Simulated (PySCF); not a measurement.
The dipole of `C=C[Si@@H](N)[SiH2]O` from its density and from atomic charges.

Coordinates (GFN2-xTB, Å) and charges (e) from the PBE0/pcSseg-1 density (PySCF):

| atom | x | y | z | Mulliken | IAO | Hirshfeld | ESP-fitted |
| --- | --- | --- | --- | --- | --- | --- | --- |
| C1 | 2.088 | -1.104 | -0.953 | -0.1613 | -0.2821 | -0.0867 | -0.3213 |
| C2 | 1.183 | -1.166 | 0.010 | -0.4844 | -0.4206 | -0.1416 | -0.2286 |
| Si3 | 0.138 | 0.282 | 0.620 | +0.5907 | +0.7196 | +0.2919 | +0.4535 |
| N4 | 0.901 | 1.707 | 0.013 | -0.6387 | -0.8424 | -0.3153 | -1.0113 |
| Si5 | -2.016 | 0.305 | -0.192 | +0.6030 | +0.7294 | +0.3070 | +0.4658 |
| O6 | -2.899 | -0.896 | 0.476 | -0.5605 | -0.7975 | -0.3146 | -0.6670 |
| H7 | 2.646 | -1.966 | -1.291 | +0.1185 | +0.1490 | +0.0474 | +0.1560 |
| H8 | 2.314 | -0.175 | -1.451 | +0.1122 | +0.1447 | +0.0406 | +0.1574 |
| H9 | 0.994 | -2.129 | 0.470 | +0.1265 | +0.1502 | +0.0401 | +0.1299 |
| H10 | 0.211 | 0.168 | 2.108 | -0.1070 | -0.1598 | -0.1026 | -0.1436 |
| H11 | 0.445 | 2.598 | 0.123 | +0.1946 | +0.2605 | +0.1146 | +0.3784 |
| H12 | 1.894 | 1.817 | 0.143 | +0.1928 | +0.2602 | +0.1151 | +0.4064 |
| H13 | -2.211 | -0.015 | -1.602 | -0.0976 | -0.1162 | -0.0748 | -0.0694 |
| H14 | -2.698 | 1.584 | 0.086 | -0.1306 | -0.1559 | -0.0948 | -0.1216 |
| H15 | -2.995 | -1.001 | 1.417 | +0.2419 | +0.3608 | +0.1738 | +0.4153 |

Problem. What dipole does each set of charges give (1 e·Å = 4.803 D), and what does the density give?

Solution. The full density gives (1.20, 1.13, 1.40) D, 2.16 D in size; dipole vectors point from the negative to the positive end.

```
    scheme     μx    μy    μz  size (D)  share of the full size (%)  angle to the full dipole (°)
  Mulliken  -0.11  1.79  0.88      2.00                          92                            44
       IAO   0.70  1.83  1.28      2.34                         108                            22
 Hirshfeld   0.52  0.77  0.58      1.10                          51                            13
ESP-fitted   1.23  1.16  1.38      2.19                         101                             1
```

Problem. Which set comes closest?

Solution. Length of the difference vector: ESP-fitted 0.04 D, IAO 0.87 D, Hirshfeld 1.12 D, Mulliken 1.56 D. Closest: ESP-fitted. The schemes that divide the density aren't constrained to reproduce the dipole.

Problem. What is left for the Hirshfeld atoms' own dipoles?

Solution. The shares of the density sum to the whole, so what Σ q r misses lies in dipoles about the nuclei. The atomic dipoles sum to (1.20, 1.13, 1.40) − (0.52, 0.77, 0.58) = (0.68, 0.36, 0.82) D, 1.12 D in size.

Problem. With the origin at the mean of the coordinates, (0.000, 0.001, -0.001) Å, which are the largest single terms, by size, of the IAO dipole along the direction of the full one?

Solution. O6 +6.79, N4 -5.68, Si5 -3.80, H12 +2.62, H15 -2.20 D; all 15 atoms together +2.17 D. The single terms depend on the origin, their sum doesn't.

Problem. Give the size of the full dipole in other units.

Solution. 2.16 D = 0.850 au = 0.450 e·Å = 7.21 × 10⁻³⁰ C·m.

The structure is a single GFN2-xTB conformer in the gas phase; no vibrational or solvent corrections.

Conformer computed: `[CH2:1]=[CH:2][Si@@H:3]([NH2:4])[SiH2:5][OH:6]`: C1–C2–Si3–N4 -15°, C2–Si3–Si5–O6 71°, H–N4–Si3–C2 172°, H–N4–Si3–C2 -49°, H–O6–Si5–Si3 55°.
